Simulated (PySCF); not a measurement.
Variants of one PySCF input: ZnN

Base input, run as `python input.py` with PySCF 2.14:

```python
from pyscf import gto, dft

mol = gto.M(
    atom='Zn 0 0 0; N 0 0 1.661',
    basis='def2-svpd',
    charge=0,
    spin=3,
    symmetry=True,
    verbose=4,
)
mf = dft.UKS(mol, xc='tpss')
mf.kernel()
mf.analyze()
print('orbital energies (hartree):', [e[max(0, n-3):n+3].round(4) for e, n in zip(mf.mo_energy, mol.nelec)])
```

Base result: E(SCF) = -1833.686227 Eh, 10 cycles, ⟨S²⟩ = 3.757, μz(SCF) = -0.93 D. The bond length is a typed value, not an optimised one. No search for the lowest solution was made.

Wall time 4.8 s on one thread of a shared host.

Each row names what differs from the base; energies in brackets are changes from the base.

```tsv
change	result
step after the SCF: analyze → eomip; SCF type: UKS → UHF; functional: tpss → none (Hartree–Fock); frozen orbitals: default → 6; number of roots: default → 5	E(SCF) = -1831.836487 Eh, 12 cycles, E(CCSD) − E(SCF) = -0.45561 Eh, ⟨S²⟩ = 3.773, μz(SCF) = -1.66 D, ionisation roots 7.810, 9.744, 11.164, 11.745, 11.745 eV
basis set: def2-svpd → cc-pvdz-dk; spin-free X2C: off → on	E(SCF) = -1850.552627 Eh, 11 cycles, ⟨S²⟩ = 3.757, μz(SCF) = -0.68 D
spin (2S): 3 → 7 [a high spin state]	E(SCF) = -1833.004465 Eh (+18.5517 eV), 11 cycles, ⟨S²⟩ = 15.753, μz(SCF) = 5.09 D
geometry: bond 1.661 → bond 1.611	E(SCF) = -1833.672096 Eh (+0.3845 eV), 10 cycles, ⟨S²⟩ = 3.757, μz(SCF) = -0.86 D
functional: tpss → mn15	E(SCF) = -1833.849552 Eh, 10 cycles, ⟨S²⟩ = 3.761, μz(SCF) = -0.96 D
functional: tpss → b3lypp [unsound on purpose]	stops with KeyError ("LibXCFunctional: name 'B3LYPP' not found.")
basis set: def2-svpd → pcseg-1	E(SCF) = -1833.767238 Eh (-2.2044 eV), 12 cycles, ⟨S²⟩ = 3.756, μz(SCF) = -1.64 D
basis set: def2-svpd → lanl2dz; core potential: off → on	E(SCF) = -120.321650 Eh, 14 cycles, ⟨S²⟩ = 3.754, μz(SCF) = -1.15 D
step after the SCF: analyze → optimize	E(SCF) = -1833.686227 Eh (+0.0000 eV), 10 cycles, ⟨S²⟩ = 3.757, all at the start geometry; optimised bond 1.988 Å with E = -1833.715848 Eh after 7 steps
step after the SCF: analyze → gradient	E(SCF) = -1833.686227 Eh (+0.0000 eV), 10 cycles, ⟨S²⟩ = 3.757, μz(SCF) = -0.93 D, gradient on the second atom -0.1286 Eh/bohr
integration grid: default → 1	E(SCF) = -1833.686164 Eh (+0.0017 eV), 10 cycles, ⟨S²⟩ = 3.757, μz(SCF) = -0.93 D
functional: tpss → o3lyp	E(SCF) = -1834.009933 Eh, 10 cycles, ⟨S²⟩ = 3.760, μz(SCF) = -0.89 D
PCM solvent, dielectric constant: none → 2.27	E(SCF) = -1833.693162 Eh (-0.1887 eV), 10 cycles, ⟨S²⟩ = 3.757, μz(SCF) = -1.44 D
```

Q: Order these changes by how far they move the SCF energy from the base, largest first: (1) PCM solvent, dielectric constant: none → 2.27; (2) geometry: bond 1.661 → bond 1.611; (3) integration grid: default → 1.

A: (2) +0.3845 eV, (1) -0.1887 eV, (3) +0.0017 eV.
